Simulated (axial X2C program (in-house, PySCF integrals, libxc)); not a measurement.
## Nuclear properties of ClZrCl⁻

Calculated with an in-house all-electron X2C program for linear molecules (integrals from PySCF): two-component X2C with atomic mean-field Coulomb and Gaunt terms, Gaussian nuclei, basis Cl dyall-av3z, Zr dyall-v3z with contracted cores.

Cl–Zr–Cl held linear, with bonds 2.461 and 2.461 Å (near the PBE0 minimum at charge -1 of the determinant lowest at the starting distance; the state shown can have its own minimum elsewhere, held linear; other orders of the atoms were not compared).

Input and command:
```json
{"zs": [17, 40, 17], "q": -1, "bas": ["dyall-av3z", "dyall-v3z", "dyall-av3z"], "r0": [2.53, 2.53], "symm": 1, "scan": ["PBE0", "HF", "B3LYP"], "levels": ["PBE0", "HF", "B3LYP"], "nst": 2}
```
```bash
python solin.py task.json out
```

Keys: zs atomic numbers; q charge; bas basis sets; r0 starting distance in Å; symm equal bonds; scan levels of the two-bond scan; levels methods; nst determinants followed.

Determinant lowest in the PBE0 search, Ω = 3/2 (⟨Sz⟩ = 1.50, ⟨Lz⟩ = 0.00 at PBE0), spin on the atoms Cl -0.04, Zr 1.58, Cl -0.04:

| level | A∥/gI Cl (MHz) | qzz Cl (a.u.) | A∥/gI Zr (MHz) | qzz Zr (a.u.) |
| --- | --- | --- | --- | --- |
| PBE0 | 8.35 | 0.13 | 552 | -1.02 |
| HF | 0.472 | 0.02 | 452 | -1.65 |
| B3LYP | 10.6 | 0.09 | 586 | -1.00 |

Determinant 0.10 eV from it at PBE0 and this distance, Ω = 3/2 (⟨Sz⟩ = -0.50, ⟨Lz⟩ = 2.00 at PBE0), spin on the atoms Cl -0.02, Zr -0.45, Cl -0.02:

```tsv
level	A∥/gI Cl (MHz)	qzz Cl (a.u.)	A∥/gI Zr (MHz)	qzz Zr (a.u.)
PBE0	3.86	0.20	281	-2.75
HF	13.7	0.14	151	-3.45
B3LYP	3.52	0.16	292	-2.73
```

A∥ (defined per Ω) follows by multiplying with gI = μI/(I μN); qzz is the electric field gradient, eQq0 = 234.96 MHz × Q/barn × qzz. The operators were transformed with the bare-nucleus X2C matrices; with these basis sets, hyperfine constants and field gradients can be off by tens of per cent, and where levels differ in sign neither size nor sign is settled.

Task: With gI(91Zr) = -0.5214, Q(91Zr) = -0.176 barn (g factors from the IAEA table of nuclear moments by Stone; Q from Pyykkö, Mol. Phys. 2018), turn the PBE0 values of the first state into constants in MHz.

Result: A∥(91Zr) = 552 × -0.5214 = -288 MHz; eQq0(91Zr) = 234.96 × (-0.176) × (-1.02) = 42.2 MHz.

The molecule was held linear; bending was not examined, so a bent shape may lie lower.

Each state is one determinant with collinear spin, which with several unpaired electrons need not be a pure state. Unrestricted Hartree–Fock can overshoot spin polarisation at the nuclei. For an anion, determinants above electron detachment, or with a positive highest level, are held by the basis set. This is the top spin component of a Σ state; components of lower Ω are not single determinants and can lie lower. With several open shells hyperfine constants can be off by a factor of several. At B3LYP a later determinant lies lower. States lie within half an eV, so the first need not be the ground state. Where a field gradient or hyperfine factor spreads by more than a factor of two over the levels, a constant derived from it is not to be relied on. PBE0 term energies can be off by some tenths of an eV.
